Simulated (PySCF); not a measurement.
**Carbon: a sound run and one with changed settings**

Sound run: C(2+) [He] 2s2, C(3+) [He] 2s1. Computed with PySCF 2.14 in cc-pVTZ, with no relativity, point nucleus. In the sound run the correlated levels freeze 1s2. The sound run starts from symmetry-adapted Hartree-Fock orbitals and uses a fine grid where one is needed.

Changed run: basis STO-3G. This setting is unsound on purpose.

```tsv
species	method	sound run (hartree)	changed run (hartree)	converged
C(2+)	UHF	-36.40738	-35.97831	yes
C(2+)	r2SCAN	-36.48525	-36.04962	yes
C(2+)	PBE0	-36.46972	-36.03082	yes
C(2+)	MP2	-36.45038	-36.01050	yes
C(2+)	CCSD(T)	-36.48027	-36.04086	yes
C(3+)	UHF	-34.72477	-34.28507	yes
C(3+)	r2SCAN	-34.77196	-34.32618	yes
C(3+)	PBE0	-34.74098	-34.29275	yes
```

Ionisation energy of C(2+):

| method | sound run (eV) | changed run (eV) |
| --- | --- | --- |
| UHF | 45.786 | 46.075 |
| r2SCAN | 46.621 | 46.897 |
| PBE0 | 47.041 | 47.295 |
| MP2 | 46.956 | 46.951 |
| SCS-MP2 | 47.190 | 47.127 |
| CCSD | 47.770 | 47.778 |
| CCSD(T) | 47.770 | 47.778 |
| CCSDT | 47.770 | 47.778 |
| FCI | 47.770 | 47.778 |

A minimal basis cannot let orbitals breathe on ionisation and holds almost no correlation.

For comparison, NIST gives 47.888 eV between the lowest levels.
